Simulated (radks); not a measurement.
Ionisation of the tin ion Sn3+, [Kr] 4d10 5s1, to [Kr] 4d10 as the strength of local exchange is varied. Calculated with a radial shooting solver on a logarithmic mesh with Libxc functionals: non-relativistic Kohn-Sham, Slater X-alpha exchange (alpha = 2/3 is LDA exchange), no correlation, spin-polarised, spherical densities, point nucleus; open shells are filled with parallel spins first (spin-orbit coupling, left out, can overturn this in heavy ions); relativity is left out, which matters for an element this heavy.

alpha  E(Sn3+) (hartree)  exchange (hartree)  IE (eV)  -e of the level emptied (eV)  <r> of it (bohr)
0.641        -6007.64679          -144.28863   38.823                   34.176 (5s)             2.208
0.667        -6013.50208          -150.28042   39.141                   34.510 (5s)             2.199
0.748        -6031.77835          -169.01643   40.137                   35.557 (5s)             2.172
0.809        -6045.57669          -183.19544   40.894                   36.355 (5s)             2.153
0.993        -6087.37846          -226.32429   43.208                   38.806 (5s)             2.095

NIST Atomic Spectra Database: 40.74 eV (measured). The Delta-SCF value meets it near alpha = 0.80. Relativity is left out here, which matters for elements this heavy.
